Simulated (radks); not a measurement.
Values are calculated unless marked as measured or tabulated.
All-electron atom: In28+ in [Ne] 3s2 3p5 3d3 4f1 (not the ground configuration). Code: a radial shooting solver on a logarithmic mesh with Libxc functionals. Model: scalar-relativistic Kohn-Sham, r2SCAN, spin-polarised, spherical densities, finite nucleus; open shells are filled with parallel spins first (spin-orbit coupling, left out, can overturn this in heavy ions); meta-GGA in the generalised Kohn-Sham scheme; Fermi nuclear charge, rms radius 4.6156 fm. Some entries of the table are withheld. Estimate them.

orbital  occ.  eigenvalue (eV)  <r> (bohr)
1s up       1        -29121.45     0.02972
1s down     1        -29118.63     0.02971
2s up       1        -5460.488      0.1276
2s down     1        -5446.595      0.1273
2p up       3        -5038.452      0.1113
2p down     3        -5026.473      0.1111
3s up       1        -1892.103      0.3225
3s down     1        -1869.450      0.3239
3p up       3        -1754.209      0.3155
3p down     2        -1730.369      0.3169
3d up       3        -1565.583      0.2832
3d down     0        -1539.291      0.2840
4s up       0        -921.1769      0.6361
4s down     0        -898.8774      0.6394
4p up       0        -867.2885      0.6420
4p down     0        -844.7509      0.6465
4d up       0        -794.6001      0.6292
4d down     0        -772.3785      0.6339
4f up       1              (1)      0.5720
4f down     0              (2)      0.5769
5f up       0        -458.5420         (3)

Answer. 
(1) 4f up eigenvalue (eV): -730.7582
(2) 4f down eigenvalue (eV): -707.3201
(3) 5f up <r> (bohr): 1.034
